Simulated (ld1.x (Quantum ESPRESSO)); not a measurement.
# What the settings do to the TM potential of Te (Z = 52)

Base potential:

ld1.x (Quantum ESPRESSO) 7.5 input, shortened:

```
&input
   title='Te', zed=52., rel=1, dft='BLYP', iswitch=3,
   config='[Kr] 4d10 5s2 5p4 5d-2'
 /
 &inputp
   pseudotype=2, tm=.true., lloc=-1, rcloc=1.90,
   nlcc=.true., rcore=1.45
 /
3
5S  1  0   2.00   0.00  1.40  1.40  0.0
5P  2  1   4.00   0.00  1.90  1.90  0.0
5D  3  2  -2.00  -0.10  2.05  2.05  0.0
 &test
   configts(1)='5s2 5p4'
 /
```

All-electron outer shells of the reference configuration (BLYP, scalar-relativistic, ld1.x):

| shell | level (eV) | outermost node (bohr) | outermost maximum (bohr) |
| --- | --- | --- | --- |
| 4p | -114.12 | 0.38 | 0.74 |
| 4d | -41.42 | 0.36 | 0.81 |
| 5s | -14.99 | 0.91 | 1.80 |
| 5p | -5.80 | 1.00 | 2.17 |

Cutoffs, loose and tight: the cutoffs (Ry, on a coarse ladder) from which the occupation-weighted sum of valence levels, in a spherical-Bessel basis at the reference potential, stays within 10 and 1 mRy of its value at 400 Ry. They do not see the model core or the augmentation charge, which bear on the density cutoff. Test errors are all-electron minus pseudo excitation energies from the reference, over the configurations 5s2 5p3; 5s2 5p2; 5s2 5p1; 5s1 5p4; 5s2 5p3.5; 5s0 5p6; 5s2 5p4.3. A dash means not determined; rows that change the core or the reference have their own tests.

A true bound ghost makes a file unfit for plane-wave use even where its test errors are small: the radial tests pick states by their node count and pass the ghost by.

Cutoffs are not given where the Bessel-basis levels miss the radial ones by over 6 mRy, ghosts where they miss by over 20 mRy; a channel whose overlap is not positive is not tested.

| change | outcome | cutoff, loose | cutoff, tight | bound ghosts | largest test error (meV) |
| --- | --- | --- | --- | --- | --- |
| base | generated | 60 Ry | 160 Ry | s | -49 |
| wave 5p (bound): rc 1.90 bohr becomes 5p (bound): rc 1.62 bohr | generated | 70 Ry | 160 Ry | s | +28 |
| wave 5p (bound): rc 1.90 bohr becomes 5p (bound): rc 1.86 bohr | generated | 60 Ry | 160 Ry | s | -45 |
| wave 5p (bound): rc 1.90 bohr becomes 5p (bound): rc 2.06 bohr | generated | 60 Ry | 160 Ry | s | -56 |
| wave 5p (bound): rc 1.90 bohr becomes 5p (bound): rc 2.26 bohr | generated | 60 Ry | 160 Ry | s | -52 |
| wave 5p (bound): rc 1.90 bohr becomes 5p (bound): rc 2.70 bohr | generated | 55 Ry | 160 Ry | none | -16 |
| wave 5p (bound): rc 1.90 bohr becomes 5p (bound): rc 2.88 bohr | generated | 55 Ry | 160 Ry | none | -21 |

Problem. What comes out with this change to the base: wave 5p (bound): rc 1.90 bohr becomes 5p (bound): rc 1.20 bohr?

Solution. outcome: generated; bound ghosts: p, s; largest test error (meV): -72.

Problem. What comes out with this change to the base: wave 5p (bound): rc 1.90 bohr becomes 5p (bound): rc 1.46 bohr?

Solution. outcome: generated; cutoff, loose: 120 Ry; cutoff, tight: 200 Ry; bound ghosts: s; largest test error (meV): +44.

Problem. What comes out with this change to the base: wave 5p (bound): rc 1.90 bohr becomes 5p (bound): rc 2.46 bohr?

Solution. outcome: generated; cutoff, loose: 55 Ry; cutoff, tight: 160 Ry; bound ghosts: s; largest test error (meV): -41.

Reading the sweep of the p radius (base included, trends over the rows without a ghost): Bound ghosts are found at 1.2, 1.46, 1.62, 1.86, 1.9, 2.06, 2.26, 2.46 bohr.
